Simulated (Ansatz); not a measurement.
Reaction (ligand exchange at the Si–C bond): `[SiH3][SiH2][CH2][GaH2]` + `OCF` → `FCO[SiH2][SiH3]` + `[CH3][GaH2]`

Gas-phase electronic energies from Ansatz, PBE0-D4/def2-TZVP geometries. CCSD(T)/CBS adds triple-zeta CCSD(T) − MP2 to the extrapolated MP2 energy (def2 sets, frozen cores). Functionals use def2-TZVPP. For Ga outer-core shells are correlated without core-valence functions, which leaves a few kJ/mol of doubt a bond. Scalar relativity is left out up to krypton. Each species was taken in one conformer, which may not be the lowest.

| level | ΔE (kJ/mol) |
| --- | --- |
| r2SCAN | -64.1 |
| SCS-MP2/def2-TZVPP | -66.7 |

Question: What does CCSD(T)/CBS give? (Best estimate.)

Answer: The calculation gave: -61.8 kJ/mol. The listed levels differ from it by -2.3, -4.9 kJ/mol.

Largest T1 diagnostic among the species: 0.013.

In def2-TZVPP, CCSD(T) changes the Hartree–Fock value by +18.6 kJ/mol (the triples alone add +2.6 kJ/mol) and MP2 by +19.1 kJ/mol.
